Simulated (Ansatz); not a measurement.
Ansatz (a first-principles code) input (LC-wPBE/def2-TZVP):

Ansatz 0.2 input:
```yaml
crystal:
  periodic: [false, false, false]
  atoms:
    - {symbol: Ce, position_ang: [-0.05067327, 0.07053560, 0.17118732]}
    - {symbol: F, position_ang: [-1.55045243, -1.27263700, -0.39696616]}
    - {symbol: F, position_ang: [0.08195397, 1.69722634, -1.13745157]}
    - {symbol: F, position_ang: [1.79505956, -0.87915210, 0.43121057]}
basis:
  gaussian:
    orbitals: def2-TZVP
hamiltonian:
  xc: {name: LC-wPBE}
magnetization: {spin_polarized: true, initial_magnetization: 1}
output: {forces: true}
```

Output:

```
Functional definition: LC-wPBE
integrals: 0.16 GiB planned
1230 factors; their error is unknown
integrals: 0.19 GiB planned
282 factors; integrals over basis functions are off by at most 4.0e-5 eV
mean field: 1.19 GiB planned
mean field evaluation 1: about -21059.6877 eV, gradient 7.9e1 eV
mean field evaluation 2: about -18817.8409 eV, gradient 1.0e3 eV
mean field evaluation 4: about -21078.0513 eV, gradient 4.9e1 eV
mean field evaluation 8: about -21084.0110 eV, gradient 9.0e-1 eV
mean field evaluation 16: about -21084.0433 eV, gradient 2.3e-1 eV
mean field evaluation 32: about -21084.1753 eV, gradient 1.4e-5 eV
mean field evaluation 64: about -21083.9806 eV, gradient 5.2e0 eV
mean field -21084.17531546 eV, -774.8291514758 hartree, gradient 1.8e-7 eV, S^2 0.750746; 5 other end points of the search recorded, 0 dependent functions left out
the calculation of the forces begins
reference -21084.17531547 eV, -774.8291514763 hartree; 29, 28 occupied and 157, 158 virtual orbitals, 1230 factors
Total energy: -21084.17531547 eV, -774.8291514763 hartree
Atom 0 at    -0.050673     0.070536     0.171187 Å, force     0.094492    -0.131369    -0.318954 eV/Å
Atom 1 at    -1.550452    -1.272637    -0.396966 Å, force     0.219359     0.213272     0.110720 eV/Å
Atom 2 at     0.081954     1.697226    -1.137452 Å, force    -0.027468    -0.235646     0.222659 eV/Å
Atom 3 at     1.795060    -0.879152     0.431211 Å, force    -0.286384     0.153743    -0.014426 eV/Å
Dipole moment:    -0.270974     0.377190     0.915425 e Å
```

The spin state was set by rule; other spins were not relaxed.
